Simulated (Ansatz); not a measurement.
Consider the redistribution: `O[SiH](P)S` + `C[SiH](F)CO` → `C[SiH](F)P` + `OC[SiH](O)S`.

Gas-phase electronic energies from Ansatz, PBE0-D4/def2-TZVP geometries. CBS: MP2 limit from def2 TZ/QZ plus the TZ coupled-cluster correction, frozen cores. Functionals use def2-TZVPP. B3LYP here is the variant with VWN-RPA as its local correlation; programs differ in this. One conformer a species, not always the lowest.

```json
{"level": "PBE-D4", "ΔE (kcal/mol)": "-0.3", "difference from CCSD(T)/CBS": "0.0"}
{"level": "r2SCAN-D4", "ΔE (kcal/mol)": "-0.3", "difference from CCSD(T)/CBS": "0.0"}
{"level": "PBE0-D4", "ΔE (kcal/mol)": "-0.2", "difference from CCSD(T)/CBS": "0.1"}
{"level": "B3LYP-D4", "ΔE (kcal/mol)": "-0.1", "difference from CCSD(T)/CBS": "0.2"}
{"level": "ωB97X-V", "ΔE (kcal/mol)": "-0.3", "difference from CCSD(T)/CBS": "0.0"}
{"level": "ωB97M-V", "ΔE (kcal/mol)": "-0.4", "difference from CCSD(T)/CBS": "-0.1"}
{"level": "B2PLYP", "ΔE (kcal/mol)": "0.0", "difference from CCSD(T)/CBS": "0.3"}
{"level": "PBE", "ΔE (kcal/mol)": "0.0", "difference from CCSD(T)/CBS": "0.3"}
{"level": "r2SCAN", "ΔE (kcal/mol)": "-0.3", "difference from CCSD(T)/CBS": "0.0"}
{"level": "PBE0", "ΔE (kcal/mol)": "0.0", "difference from CCSD(T)/CBS": "0.3"}
{"level": "B3LYP", "ΔE (kcal/mol)": "0.2", "difference from CCSD(T)/CBS": "0.5"}
{"level": "HF/def2-TZVPP", "ΔE (kcal/mol)": "0.4", "difference from CCSD(T)/CBS": "0.7"}
{"level": "MP2/def2-TZVPP", "ΔE (kcal/mol)": "-0.3", "difference from CCSD(T)/CBS": "0.0"}
{"level": "SCS-MP2/def2-TZVPP", "ΔE (kcal/mol)": "-0.2", "difference from CCSD(T)/CBS": "0.1"}
{"level": "CCSD/def2-TZVPP", "ΔE (kcal/mol)": "-0.2", "difference from CCSD(T)/CBS": "0.1"}
{"level": "CCSD(T)/def2-TZVPP", "ΔE (kcal/mol)": "-0.4", "difference from CCSD(T)/CBS": "-0.1"}
{"level": "HF/def2-QZVPP", "ΔE (kcal/mol)": "0.4", "difference from CCSD(T)/CBS": "0.7"}
{"level": "MP2/def2-QZVPP", "ΔE (kcal/mol)": "-0.3", "difference from CCSD(T)/CBS": "0.0"}
{"level": "SCS-MP2/def2-QZVPP", "ΔE (kcal/mol)": "-0.1", "difference from CCSD(T)/CBS": "0.2"}
{"level": "HF/CBS(def2)", "ΔE (kcal/mol)": "0.4", "difference from CCSD(T)/CBS": "0.7"}
{"level": "MP2/CBS(def2)", "ΔE (kcal/mol)": "-0.2", "difference from CCSD(T)/CBS": "0.1"}
{"level": "CCSD/CBS(def2)", "ΔE (kcal/mol)": "-0.2", "difference from CCSD(T)/CBS": "0.1"}
{"level": "CCSD(T)/CBS", "ΔE (kcal/mol)": "-0.3", "difference from CCSD(T)/CBS": "0"}
```

Largest T1 diagnostic among the species: 0.013.
